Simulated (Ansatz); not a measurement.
A run on H4HfO3Se (`[OH][Hf]([OH])([OH])[SeH]`) with other settings.

```yaml
crystal:
  periodic: [false, false, false]
  atoms:
    - {symbol: O, position_ang: [-0.274136, 1.092719, -1.620695]}
    - {symbol: Hf, position_ang: [0.121251, -0.137703, 0.047634]}
    - {symbol: O, position_ang: [1.931526, -0.335155, 0.240534]}
    - {symbol: O, position_ang: [-0.952452, -1.588811, 0.005511]}
    - {symbol: Se, position_ang: [-0.511432, 1.201123, 2.149921]}
    - {symbol: H, position_ang: [-0.560230, 1.084312, -2.477317]}
    - {symbol: H, position_ang: [2.969793, -0.498451, -0.054332]}
    - {symbol: H, position_ang: [-1.025832, -2.605755, 0.050113]}
    - {symbol: H, position_ang: [-1.697801, 1.467887, 1.804946]}
basis:
  gaussian: {orbitals: def2-mTZVPP}
hamiltonian: {xc: {name: SVWN5}}
```

```sh
$ ansatz run in.yaml --threads 4 --pin off --events-out ev --progress --plain --max-ram 11315MiB
```

It prints (some lines left out):

```
Functional definition: SVWN5
  name "SVWN5"
  cite "Dirac, Proc. Camb. Phil. Soc. 26, 376 (1930) doi:10.1017/S0305004100016108"
  cite "Slater, Phys. Rev. 81, 385 (1951) doi:10.1103/PhysRev.81.385"
  cite "Vosko, Wilk & Nusair, Can. J. Phys. 58, 1200 (1980) doi:10.1139/p80-159"
  exchange = slater_x
  correlation = vwn5_c
1383 factors; their error is unknown
mean field evaluation 1: about -72709.7700 eV, gradient 1.1e2 eV
mean field evaluation 2: about -72516.5995 eV, gradient 2.9e2 eV
mean field evaluation 4: about -72727.5034 eV, gradient 3.8e1 eV
mean field evaluation 8: about -72730.0995 eV, gradient 1.3e0 eV
mean field evaluation 16: about -72730.0684 eV, gradient 1.6e-3 eV
mean field -72730.06843025 eV, -2672.7807166007 hartree, gradient 5.2e-5 eV, S^2 0.000000; 0 other end points of the search recorded, 0 dependent functions left out
reference -72730.06846711 eV, -2672.7807179555 hartree; 37, 37 occupied and 127, 127 virtual orbitals, 1383 factors
Total energy: -72730.06846711 eV, -2672.7807179555 hartree
```

It took 1.1 s on 4 threads of an Arm Neoverse V2 on a shared host, with 0.46 GiB of host memory at the peak.
